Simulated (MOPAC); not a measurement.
MOPAC input (AM1):

```
AM1 1SCF UHF MS=0.5 GEO-OK AUX(PRECISION=9) THREADS=1
NO2

N    -0.00019200 1    0.02806200 1   -0.31965000 1
O     1.09765700 1   -0.02347800 1    0.13820500 1
O    -1.09748900 1   -0.00107600 1    0.14148900 1
```

Output:

```
 *******************************************************************************
 **                                                                           **
 **                              MOPAC v23.2.5                                **
 **                                                                           **
 *******************************************************************************
 ** MOPAC's Digital Object Identifier: https://doi.org/10.5281/zenodo.6511958 **
 **                                                                           **
 ** Please cite the open-source release paper for use of this MOPAC version:  **
 ** J. E. Moussa and J. J. P. Stewart (2026)                                  **
 ** MOPAC: An open-source semiempirical molecular orbital program             **
 ** J. Open Source Softw., 11(119), 8025, https://doi.org/10.21105/joss.08025 **
 *******************************************************************************

                              AM1 CALCULATION RESULTS

 *******************************************************************************
 *  AM1        - The AM1 Hamiltonian to be used
 *  GEO-OK     - OVERRIDE INTERATOMIC DISTANCE AND OTHER SAFETY CHECKS
 *  UHF        - UNRESTRICTED HARTREE-FOCK CALCULATION
 *  MS=        - IN MECI, MAGNETIC COMPONENT OF SPIN =  0.5
 *  1SCF       - DO 1 SCF AND THEN STOP
 *  AUX        - OUTPUT AUXILIARY INFORMATION
 *******************************************************************************
AM1 1SCF UHF MS=0.5 GEO-OK AUX(PRECISION=9) THREADS=1
 NO2

   ATOM   CHEMICAL          X               Y               Z
  NUMBER   SYMBOL      (ANGSTROMS)     (ANGSTROMS)     (ANGSTROMS)

     1       N         -0.00019200  *   0.02806200  *  -0.31965000  *
     2       O          1.09765700  *  -0.02347800  *   0.13820500  *
     3       O         -1.09748900  *  -0.00107600  *   0.14148900  *

          CARTESIAN COORDINATES

    NO.       ATOM           X           Y           Z

     1         N         -0.0002      0.0281     -0.3197
     2         O          1.0977     -0.0235      0.1382
     3         O         -1.0975     -0.0011      0.1415

  N: (AM1): M.J.S. DEWAR ET AL, J. AM. CHEM. SOC. 107 3902-3909 (1985)
  O: (AM1): M.J.S. DEWAR ET AL, J. AM. CHEM. SOC. 107 3902-3909 (1985)

           Empirical Formula: N O2  =     3 atoms

      MOLECULAR POINT GROUP   :   C2v

          UHF CALCULATION, NO. OF ALPHA ELECTRONS =    9
                           NO. OF BETA  ELECTRONS =    8

 -------------------------------------------------------------------------------
 AM1 1SCF UHF MS=0.5 GEO-OK AUX(PRECISION=9) THREADS=1
 NO2

     1SCF WAS SPECIFIED, SO BFGS WAS NOT USED
     SCF FIELD WAS ACHIEVED

                              AM1 CALCULATION
                                                       MOPAC v23.2.5 Linux

          FINAL HEAT OF FORMATION =        -13.63180 KCAL/MOL =     -57.03543 KJ/MOL

          COSMO AREA              =         63.85 SQUARE ANGSTROMS
          COSMO VOLUME            =         44.55 CUBIC ANGSTROMS

          IONIZATION POTENTIAL    =         11.986585 EV
          ALPHA SOMO LUMO (EV)    =        -11.987 -0.720
          BETA  SOMO LUMO (EV)    =        -12.847 -1.661
          NO. OF ALPHA ELECTRONS  =          9
          NO. OF BETA  ELECTRONS  =          8
          MOLECULAR WEIGHT        =         46.0055         POINT GROUP:  C2v

          MOLECULAR DIMENSIONS (Angstroms)

            Atom       Atom       Distance
            O     3    O     2     2.19526
            O     2    N     1     0.46126
            N     1    O     2     0.00000

          SCF CALCULATIONS        =          1

   ATOM   CHEMICAL          X               Y               Z
  NUMBER   SYMBOL      (ANGSTROMS)     (ANGSTROMS)     (ANGSTROMS)

     1       N         -0.00019200  *   0.02806200  *  -0.31965000  *
     2       O          1.09765700  *  -0.02347800  *   0.13820500  *
     3       O         -1.09748900  *  -0.00107600  *   0.14148900  *

                             CARTESIAN COORDINATES

   1    N       -0.000192000     0.028062000    -0.319650000
   2    O        1.097657000    -0.023478000     0.138205000
   3    O       -1.097489000    -0.001076000     0.141489000

           Empirical Formula: N O2  =     3 atoms

      MOLECULAR POINT GROUP   :   C2v

          ALPHA EIGENVALUES
 -43.63954 -39.88553 -27.12454 -20.99079 -19.60503 -19.27789 -14.17820 -13.37088
 -11.98659  -0.72015   2.84738   6.17953

           BETA EIGENVALUES
 -42.87813 -39.04540 -25.63621 -19.90738 -18.91775 -18.26251 -13.20403 -12.84662
  -1.66106  -0.25518   3.04267   7.50831

              NET ATOMIC CHARGES AND DIPOLE CONTRIBUTIONS

  ATOM NO.   TYPE          CHARGE      No. of ELECS.   s-Pop       p-Pop
    1          N           0.422810        4.5772     1.61634     2.96085
    2          O          -0.211405        6.2114     1.93893     4.27248
    3          O          -0.211405        6.2114     1.93893     4.27248
 DIPOLE           X         Y         Z       TOTAL
 POINT-CHG.    -0.001     0.082    -0.933     0.937
 HYBRID         0.000    -0.034     0.391     0.393
 SUM           -0.000     0.048    -0.542     0.544

          ATOMIC ORBITAL ELECTRON POPULATIONS

     Atom    s        px        py        pz
    1  N   1.61634   0.96531   0.88172   1.11382
    2  O   1.93893   1.14176   1.55957   1.57115
    3  O   1.93893   1.14244   1.56059   1.56944

                    (SZ)    =    0.500000
                    (S**2)  =    0.762141

          ATOMIC ORBITAL SPIN POPULATIONS

    Atom   Total    s     px     py     pz
         Atomic
    1  N  0.3755  0.113 -0.021  0.020  0.263
    2  O  0.3123  0.000 -0.015 -0.006  0.333
    3  O  0.3123  0.000 -0.015 -0.007  0.334

 **********************
 *                    *
 * JOB ENDED NORMALLY *
 *                    *
 **********************

 == MOPAC DONE ==
```

The geometry given is a B3LYP-D3(BJ)/def2-TZVP minimum.
